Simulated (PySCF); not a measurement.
[AlMe4]-, C₄H₁₂Al (charge -1).
Z-matrix (Å and degrees, PBE0-D3(BJ)/def2-SVP geometry), rows numbered from 1:
```
Al
C   1  2.0344
H   2  1.1072  1  112.56
H   2  1.1075  1  112.30  3  -120.21
H   2  1.1076  1  112.06  3   120.03
C   1  2.0333  2  109.38  3   179.75
H   6  1.1075  1  112.36  2   179.42
H   6  1.1073  1  112.12  2    59.50
H   6  1.1074  1  112.45  2   -60.51
C   1  2.0335  2  109.72  3    59.44
H  10  1.1076  1  112.16  2  -179.84
H  10  1.1075  1  112.60  2    60.18
H  10  1.1074  1  112.25  2   -59.93
C   1  2.0345  2  109.37  3   -60.62
H  14  1.1075  1  112.56  2    60.26
H  14  1.1076  1  112.12  2   -59.85
H  14  1.1075  1  112.23  2  -179.54
```

The closed-shell ground state was solved at several levels (PySCF, density fitting, gas phase, non-relativistic). The geometry's basis has no diffuse functions, a weakness for an anion. No diffuse functions stand in pcSseg-1 (pcSseg-2 on Al), which bears on an anion's orbital energies.

| level | basis functions | HOMO (eV) | LUMO (eV) | gap (eV) |
| --- | --- | --- | --- | --- |
| PBE0/pcSseg-1 (pcSseg-2 on Al) | 171 | -2.10 | 5.29 | 7.39 |
| B3LYP/pcSseg-1 (pcSseg-2 on Al) | 171 | -1.88 | 4.97 | 6.85 |
| PBE/pcSseg-1 (pcSseg-2 on Al) | 171 | -0.81 | 4.51 | 5.32 |

Question: Estimate the row for B3LYP/def2-SVPD, a basis of 200 functions; the other rows only guide the guess.

Answer: HOMO -2.03 eV, LUMO 3.52 eV, gap 5.55 eV.

Question: Over all these levels, which gives the widest orbital gap and which the narrowest?

Answer: PBE0/pcSseg-1 (pcSseg-2 on Al) (global hybrid, 25 % exact exchange) has the widest, 7.39 eV, and PBE/pcSseg-1 (pcSseg-2 on Al) (GGA) the narrowest, 5.32 eV. The two share the basis. From the narrowest to the widest the HOMO moves by -1.29 eV and the LUMO by +0.78 eV.

Question: In the pcSseg-1 (pcSseg-2 on Al) basis, how does the gap go with the fixed share of exact exchange?

Answer: PBE (0 %) 5.32 eV; B3LYP (20 %) 6.85 eV; PBE0 (25 %) 7.39 eV. Each rise in the share widens the gap here.
